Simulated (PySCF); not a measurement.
SMILES C[O][Ge]([O]C)([O]C)[OH+]C (C4H13GeO4 (cation, charge +1)), singlet at its GFN2-xTB optimised geometry (Å):

```
22

C      2.2388     1.1487    -0.3676
O      1.2879     0.1342     0.0000
Ge    -0.4025     0.1342     0.0000
O     -1.1796    -1.2093     0.6888
C     -0.6316    -2.4466     1.1819
O     -1.1809     1.6438     0.0000
C     -2.5553     1.9939     0.2375
O     -0.7971    -0.4434    -2.1284
C     -0.9873     0.4319    -3.2501
H      1.9232     2.1384    -0.0416
H      3.1625     0.8705     0.1396
H      2.3923     1.1423    -1.4457
H     -1.4629    -2.9374     1.6878
H      0.1780    -2.2706     1.8879
H     -0.2743    -3.0682     0.3626
H     -3.1625     1.7733    -0.6392
H     -2.9589     1.4761     1.1059
H     -2.5452     3.0682     0.4210
H     -1.2178    -1.2954    -2.3061
H     -2.0456     0.5239    -3.4950
H     -0.5933     1.4072    -2.9713
H     -0.4334     0.0456    -4.1070
```

Computed with PBE0/def2-SVP run with PySCF 2.14.0. Cells within 0.4 Å of a nucleus heavier than hydrogen are left out (blank, or x).

Map of the deformation density (molecule minus spherical neutral atoms) (e/bohr³) on the plane z = 1.0 Å:

```
|1111111111111111111111111111111|
|1111111111111111111111111111111|
|1111111111111111111111111111111|
|1111111111111111111111111111111|
|1111111111111111111111111111111|
|1111111000111111111111111111111|
|1111110000011111111111111111111|
|1111100111001111111111111111111|
|1111100111001111111111111111111|
|1111100220001111111111111111111|
|1111002750001111111100011111111|
|1111102951001111111000001111111|
|1111101220001100011000000111111|
|1111110000000000011100000111111|
|1111111110000000011110001111111|
|1111111111100000011111111111111|
|1111111111111110011111111111111|
|1111111111234310001111111111111|
|111111111138x210001111111111111|
|1111111111110200001111111111111|
|1111111111002300001111111111111|
|1111111110000x11101111111111111|
|1111111110012xx2101111111111111|
|1111111110123442001111111111111|
|1111111111011111001111111111111|
|1111111111100000011111111111111|
|1111111111111001111111111111111|
|1111111111111111111111111111111|
|1111111111111111111111111111111|
|1111111111111111111111111111111|
|1111111111111111111111111111111|
```
Scale: ten equal steps from -0.015 (start of '0') to 0.095 (end of '9'), in the order '0123456789'; x runs from -5.50 to 5.50, y from -5.50 (bottom) to 5.50 (top).
